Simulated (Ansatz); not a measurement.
Consider the formal exchange of groups at the Si–S bond: `CS[SiH2][SiH2]S` + `CCl` → `S[SiH2][SiH2]CCl` + CH₃SH.

Isolated molecules relaxed with PBE0-D4/def2-TZVP in Ansatz; ΔE leaves out vibrations. CCSD(T)/CBS is the MP2 limit (def2-TZVPP, def2-QZVPP) plus CCSD(T) − MP2 in def2-TZVPP, frozen cores. This one scheme is used for every species. DFT in def2-TZVPP. Each species was taken in one conformer, which may not be the lowest.

```json
{"level": "PBE0-D4", "ΔE (kJ/mol)": "79.2"}
{"level": "ωB97M-V", "ΔE (kJ/mol)": "73.1"}
{"level": "PBE0", "ΔE (kJ/mol)": "73.3"}
{"level": "HF/def2-TZVPP", "ΔE (kJ/mol)": "60.6"}
{"level": "MP2/def2-TZVPP", "ΔE (kJ/mol)": "77.5"}
{"level": "SCS-MP2/def2-TZVPP", "ΔE (kJ/mol)": "71.4"}
{"level": "MP2/def2-QZVPP", "ΔE (kJ/mol)": "79.6"}
{"level": "HF/CBS(def2)", "ΔE (kJ/mol)": "59.7"}
```

Problem. What does CCSD(T)/CBS give? (Best estimate.)

Solution. The calculation gave: +74.8 kJ/mol. The listed levels differ from it by 4.4, -1.7, -1.5, -14.2, 2.7, -3.4, 4.8, -15.1 kJ/mol.

Largest T1 diagnostic among the species: 0.012.

The D4 term adds +10.7 kJ/mol with B3LYP and +5.9 kJ/mol with PBE0; it sums over pairs of atoms, weighted by their polarisabilities, and B3LYP, whose exchange is more repulsive, gets the larger term. In def2-TZVPP, CCSD(T) changes the Hartree–Fock value by +9.9 kJ/mol (the triples alone add +3.3 kJ/mol) and MP2 by +16.9 kJ/mol.

B3LYP here is the variant with VWN-RPA as its local correlation; programs differ in this.
